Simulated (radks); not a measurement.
Neutral selenium inside a hard spherical wall (all orbitals vanish at R), configuration held at [Ar] 3d10 4s2 4p4 and not refilled when levels cross. Method: non-relativistic Kohn-Sham, r2SCAN, spin-unpolarised, spherical densities, point nucleus; meta-GGA in the generalised Kohn-Sham scheme; computed with a radial shooting solver on a logarithmic mesh with Libxc functionals. Eigenvalues in eV, with the zero of energy where the potential of the charges vanishes at infinity; a dash marks a level that is unbound or too diffuse for the functional's potential to be trusted. A positive occupied level is held by the wall or, in an anion where self-interaction has pushed it up, behind a barrier. The pressure on the wall is -dE/dV.

| R (bohr) | E (hartree) | kinetic (hartree) | e(3p) | e(3d) | e(4s) | e(4p) | e(5s, empty) | e(5p, empty) | pressure (GPa) |
|---|---|---|---|---|---|---|---|---|---|
| free | -2401.48294 | 2400.034 | -155.24 | -55.607 | -17.362 | -6.781 | - | - | 0 |
| 15 | -2401.48294 | 2400.034 | -155.24 | -55.607 | -17.362 | -6.781 | 0.197 | 1.040 | < 0.0001 |
| 12 | -2401.48293 | 2400.034 | -155.24 | -55.607 | -17.361 | -6.781 | 0.456 | 1.679 | < 0.0001 |
| 10 | -2401.48289 | 2400.034 | -155.24 | -55.602 | -17.357 | -6.777 | 0.891 | 2.606 | 0.00161 |
| 8 | -2401.48210 | 2400.042 | -155.18 | -55.543 | -17.310 | -6.731 | 2.020 | 4.720 | 0.0440 |
| 5 | -2401.41846 | 2400.446 | -153.28 | -53.656 | -15.934 | -5.193 | 11.387 | 18.115 | 9.05 |
| 2.5 | -2397.77909 | 2413.518 | -128.25 | -29.128 | 9.505 | 25.696 | 120.22 | 137.22 | 2600 |
| 2 | -2391.47987 | 2432.777 | -108.01 | -8.960 | 43.151 | 64.098 | 235.03 | 254.65 | 12600 |
